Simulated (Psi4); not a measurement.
isopropylamine (C₃H₉N), singlet, at a GFN2-xTB geometry; Psi4 with REVPBE/STO-3G.

Psi4 was given this input:
```
memory 2 GB

molecule mol {
0 1
C    -0.550747    1.208348    0.557764
C    -0.020673    0.106768   -0.356475
C     1.417966   -0.252719    0.005990
N    -0.851409   -1.078139   -0.182948
H     0.077072    2.092907    0.490693
H    -0.559445    0.854269    1.584957
H    -1.566069    1.481641    0.278042
H    -0.035839    0.480381   -1.399895
H     1.801680   -1.017713   -0.665842
H     1.450773   -0.637602    1.021550
H     2.057879    0.622864   -0.064471
H    -0.530063   -1.829027   -0.784158
H    -1.815395   -0.875126   -0.423915
}

set {
  basis sto-3g
  reference rks
  scf_type pk
  puream true
  d_convergence 1e-8
  dft_radial_points 99
  dft_spherical_points 590
}

energy('revpbe')
print_variables()
```

It wrote (shortened):

```
   => Loading Basis Set <=

    Name: STO-3G
    Role: ORBITAL
    Keyword: BASIS

         ---------------------------------------------------------
                                   SCF
               by Justin Turney, Rob Parrish, Andy Simmonett
                          and Daniel G. A. Smith
                              RKS Reference
         ---------------------------------------------------------

  ==> Geometry <==

    Molecular point group: c1
    Full point group: C1

    Geometry (in Angstrom), charge = 0, multiplicity = 1:

       Center              X                  Y                   Z               Mass
    ------------   -----------------  -----------------  -----------------  -----------------
         C           -0.535912809087     1.228098423323     0.558394336147    12.000000000000
         C           -0.005838809087     0.126518423323    -0.355844663853    12.000000000000
         C            1.432800190913    -0.232968576677     0.006620336147    12.000000000000
         N           -0.836574809087    -1.058388576677    -0.182317663853    14.003074004430
         H            0.091906190913     2.112657423323     0.491323336147     1.007825032230
         H           -0.544610809087     0.874019423323     1.585587336147     1.007825032230
         H           -1.551234809087     1.501391423323     0.278672336147     1.007825032230
         H           -0.021004809087     0.500131423323    -1.399264663853     1.007825032230
         H            1.816514190913    -0.997962576677    -0.665211663853     1.007825032230
         H            1.465607190913    -0.617851576677     1.022180336147     1.007825032230
         H            2.072713190913     0.642614423323    -0.063840663853     1.007825032230
         H           -0.515228809087    -1.809276576677    -0.783527663853     1.007825032230
         H           -1.800560809087    -0.855375576677    -0.423284663853     1.007825032230

  Running in c1 symmetry.

  Rotational constants: A =      0.28100  B =      0.26810  C =      0.15709 [cm^-1]
  Rotational constants: A =   8424.13369  B =   8037.52069  C =   4709.53781 [MHz]
  Nuclear repulsion =  136.094822391883923

  Charge       = 0
  Multiplicity = 1
  Electrons    = 34
  Nalpha       = 17
  Nbeta        = 17

  ==> Algorithm <==

  SCF Algorithm Type is PK.
  DIIS enabled.
  MOM disabled.
  Fractional occupation disabled.
  Guess Type is SAD.
  Energy threshold   = 1.00e-06
  Density threshold  = 1.00e-08
  Integral threshold = 1.00e-12

  ==> Primary Basis <==

  Basis Set: STO-3G
    Blend: STO-3G
    Number of shells: 21
    Number of basis functions: 29
    Number of Cartesian functions: 29
    Spherical Harmonics?: true
    Max angular momentum: 1

  ==> DFT Potential <==

   => LibXC <=

    Version 7.1.2
    S. Lehtola, C. Steigemann, M. J. T. Oliveira, and M. A. L. Marques,  SoftwareX 7, 1–5 (2018) (10.1016/j.softx.2017.11.002)

   => Composite Functional: REVPBE <=

    revPBE GGA Exchange-Correlation Functional

    Y. Zhang and W. Yang, Phys. Rev. Lett. 80, 890, 1998

    Deriv               =              1
    GGA                 =           TRUE
    Meta                =          FALSE

    Exchange Hybrid     =          FALSE
    MP2 Hybrid          =          FALSE

   => Exchange Functionals <=

    1.0000   XC_GGA_X_PBE_R

   => Correlation Functionals <=

    1.0000     XC_GGA_C_PBE

   => LibXC Density Thresholds  <==

    XC_GGA_C_PBE:  1.00E-12
    XC_GGA_X_PBE_R:  1.00E-15

   => Molecular Quadrature <=

    Radial Scheme          =       TREUTLER
    Pruning Scheme         =           NONE
    Nuclear Scheme         =       TREUTLER

    Blocking Scheme        =         OCTREE
    BS radius alpha        =              1
    Pruning alpha          =              1
    Radial Points          =             99
    Spherical Points       =            590
    Total Points           =         706233
    Total Blocks           =           4978
    Max Points             =            256
    Max Functions          =             29
    Weights Tolerance      =       1.00E-15

  ==> Integral Setup <==

  Using in-core PK algorithm.
   Calculation information:
      Number of atoms:                  13
      Number of AO shells:              21
      Number of primitives:             63
      Number of atomic orbitals:        29
      Number of basis functions:        29

      Integral cutoff                 1.00e-12
      Number of threads:                 1

  Performing in-core PK
  Using 189660 doubles for integral storage.
  We computed 26098 shell quartets total.
  Whereas there are 26796 unique shell quartets.

  ==> DiskJK: Disk-Based J/K Matrices <==

    J tasked:                  Yes
    K tasked:                   No
    wK tasked:                  No
    Schwarz Cutoff:          1E-12

  Minimum eigenvalue in the overlap matrix is 2.0198614708E-01.
  Reciprocal condition number of the overlap matrix is 7.8453036849E-02.
    Using symmetric orthogonalization.

  ==> Pre-Iterations <==

  SCF Guess: Superposition of Atomic Densities via on-the-fly atomic UHF (no occupation information).

   -------------------------
    Irrep   Nso     Nmo
   -------------------------
     A         29      29
   -------------------------
    Total      29      29
   -------------------------

  ==> Iterations <==

                        Total Energy        Delta E     RMS |[F,P]|

   @RKS iter SAD:  -170.20451023897743   -1.70205e+02   0.00000e+00
   @RKS iter   1:  -172.26347094866321   -2.05896e+00   6.19976e-03 ADIIS/DIIS
   @RKS iter   2:  -172.25803300001581    5.43795e-03   7.24063e-03 ADIIS/DIIS
   @RKS iter   3:  -172.28337910736559   -2.53461e-02   2.87324e-04 ADIIS/DIIS
   @RKS iter   4:  -172.28342840383684   -4.92965e-05   1.19121e-04 ADIIS/DIIS
   @RKS iter   5:  -172.28343541237757   -7.00854e-06   1.61613e-05 DIIS
   @RKS iter   6:  -172.28343555948180   -1.47104e-07   1.92648e-06 DIIS
   @RKS iter   7:  -172.28343556197294   -2.49113e-09   5.10665e-07 DIIS
   @RKS iter   8:  -172.28343556211300   -1.40062e-10   4.46263e-08 DIIS
   @RKS iter   9:  -172.28343556211416   -1.16529e-12   2.97053e-09 DIIS
  Energy and wave function converged.

  ==> Post-Iterations <==

   Electrons on quadrature grid:
      Ntotal   =   34.0000033110 ; deviation = 3.311e-06

    Orbital Energies [Eh]
    ---------------------

    Doubly Occupied:

       1A    -13.759578     2A     -9.759822     3A     -9.715407
       4A     -9.715321     5A     -0.761174     6A     -0.639301
       7A     -0.583282     8A     -0.473169     9A     -0.385076
      10A     -0.381872    11A     -0.350868    12A     -0.303176
      13A     -0.294307    14A     -0.269049    15A     -0.256015
      16A     -0.247301    17A     -0.064831

    Virtual:

      18A      0.308535    19A      0.336667    20A      0.343293
      21A      0.392160    22A      0.407790    23A      0.426338
      24A      0.449765    25A      0.452057    26A      0.464658
      27A      0.467049    28A      0.475259    29A      0.498773

    Final Occupation by Irrep:
              A
    DOCC [    17 ]
    NA   [    17 ]
    NB   [    17 ]

  @RKS Final Energy:  -172.28343556211416

   => Energetics <=

    Nuclear Repulsion Energy =            136.0948223918839233
    One-Electron Energy =                -501.6586184438650662
    Two-Electron Energy =                 219.8708312948870116
    DFT Exchange-Correlation Energy =     -26.5904708050200185
    Empirical Dispersion Energy =           0.0000000000000000
    VV10 Nonlocal Energy =                  0.0000000000000000
    Total Energy =                       -172.2834355621141640

Computation Completed

Properties will be evaluated at   0.000000,   0.000000,   0.000000 [a0]

Properties computed using the SCF density matrix

 Multipole Moments:

 ------------------------------------------------------------------------------------
     Multipole            Electronic (a.u.)      Nuclear  (a.u.)        Total (a.u.)
 ------------------------------------------------------------------------------------

 L = 1.  Multiply by 2.5417464519 to convert [e a0] to [Debye]
 Dipole X            :         -1.0094902            0.9531183           -0.0563719
 Dipole Y            :         -1.1599336            1.2689840            0.1090503
 Dipole Z            :         -0.5303882            0.0404976           -0.4898906
 Magnitude           :                                                    0.5050372

 ------------------------------------------------------------------------------------

  Variable Map:
  ----------------------------------------------------------------------------
  "CURRENT ENERGY"              =>    -172.283435562114
  "CURRENT REFERENCE ENERGY"    =>    -172.283435562114
  "DD SOLVATION ENERGY"         =>       0.000000000000
  "DFT FUNCTIONAL TOTAL ENERGY" =>    -172.283435562114
  "DFT TOTAL ENERGY"            =>    -172.283435562114
  "DFT VV10 ENERGY"             =>       0.000000000000
  "DFT XC ENERGY"               =>     -26.590470805020
  "GRID ELECTRONS ALPHA"        =>      17.000001655514
  "GRID ELECTRONS BETA"         =>      17.000001655514
  "GRID ELECTRONS TOTAL"        =>      34.000003311028
  "NUCLEAR REPULSION ENERGY"    =>     136.094822391884
  "ONE-ELECTRON ENERGY"         =>    -501.658618443865
  "PCM POLARIZATION ENERGY"     =>       0.000000000000
  "PE ENERGY"                   =>       0.000000000000
  "SCF ITERATION ENERGY"        =>    -172.283435562114
  "SCF ITERATIONS"              =>       9.000000000000
  "SCF TOTAL ENERGY"            =>    -172.283435562114
  "TWO-ELECTRON ENERGY"         =>     219.870831294887
  "XC GRID RADIAL POINTS"       =>      99.000000000000
  "XC GRID SPHERICAL POINTS"    =>     590.000000000000
  "XC GRID TOTAL POINTS"        =>  706233.000000000000

  Array Variable Map:
  ----------------------------------------------------------------------------
  "CURRENT DIPOLE"              =>      -0.056371902313 ... -0.489890604492 1 by 3
  "SCF DIPOLE"                  =>      -0.056371902313 ... -0.489890604492 1 by 3
  "SCF TOTAL ENERGIES"          =>    -170.204510238977 ... -172.283435562114 1 by 10
```
